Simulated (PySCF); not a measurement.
## Computed structure and properties of [YF2]+

System: [YF2]+ (singlet); start: template (C2v). Method: PySCF 2.14.0, RKS PBE0, Y def2-SVP with ECP28, F def2-SVP; non-relativistic Hamiltonian with scalar-relativistic core potentials where named; density fitting; no spin-orbit coupling.

Input of the relaxation:

```python
mol = gto.M(atom='''
Y      0.00000     0.00000    -0.25034
F      1.86820    -0.00000     0.58576
F     -1.86820     0.00000     0.58576''',
    basis={'Y': 'def2-SVP', 'F': 'def2-SVP'},
    ecp={'Y': 'def2-SVP'},
    charge=1, spin=0)
mf = dft.RKS(mol, xc='PBE0')
mf.grids.atom_grid = (50, 194)
mf = mf.density_fit()  # fitting sets: Y def2-universal-JKFIT, F def2-universal-JKFIT
mf.conv_tol = 1e-08; mf.max_cycle = 55
mf.kernel(dm0)  # dm0: converged density of the start geometry
# quasi-Newton relaxation in Cartesian coordinates to a largest gradient under 0.00045 Eh/bohr, steps kept in the point group
```

Run from Python with OMP_NUM_THREADS=2; the lines above give its settings. Where DIIS fails, smearing, a level shift and second-order steps follow.
It took 10 s on 2 threads of Arm Neoverse N1 (shared host), from the converged density of the start.

Course of the relaxation:

```
step  energy above end (eV)  largest force component within the symmetry (eV/Å)
   0                 0.4243                                               2.550
   1                 0.0821                                               0.656
   2                 0.0363                                               0.483
   3                 0.0114                                               0.208
   4                 0.0034                                               0.080
   5                 0.0009                                               0.071
   6                 0.0000                                               0.042
   7                 0.0000                                               0.001
```

Relaxed geometry (C2v):

```xyz
3

Y     0.0000    0.0000   -0.4142
F     1.5793    0.0000    0.6677
F    -1.5793    0.0000    0.6677
```

```tsv
contact	Å
Y1–F2 (F)	1.914
Y1–F3 (F)	1.914
```

On the finer grid (75, 302):

```
HOMO                                                         : -16.30 eV
LUMO                                                         : -8.13 eV
Dipole about the centre of mass                              : 6.78 D
Set of Mulliken populations of Y1 outside the core potential : s 2.09, p 6.14, d 1.06, f 0.14
D3(BJ) dispersion energy (not in the energies)               : -0.030 eV
```

```json
{"atom": "Y1", "Mulliken (e)": "1.57", "Löwdin (e)": "1.16", "spin (e)": "0.00"}
{"atom": "F2", "Mulliken (e)": "-0.29", "Löwdin (e)": "-0.08", "spin (e)": "0.00"}
{"atom": "F3", "Mulliken (e)": "-0.29", "Löwdin (e)": "-0.08", "spin (e)": "0.00"}
```

On the grid (50, 194), as all that follows. Harmonic modes: a minimum; lowest 93 cm⁻¹ (negative: unstable), highest 713 cm⁻¹, zero-point energy 0.094 eV.

Taking off one F (charge -1, singlet; the rest: singlet) in vacuum, both parts rigid, costs 17.94 eV; the small basis without counterpoise inflates it. Most of it is the attraction of opposite charges; other ways to part are cheaper, and one spin state was tried for the rest.

Rigid scan of F along the line from its metal:

```tsv
distance to F2 (Å)	energy (eV)
1.61	2.095
1.71	0.790
1.81	0.168
1.91	0.000
2.01	0.124
2.11	0.430
2.31	1.313
2.61	2.805
3.01	4.583
3.51	6.204
```

One start shape was tried, so this needn't be the lowest isomer.
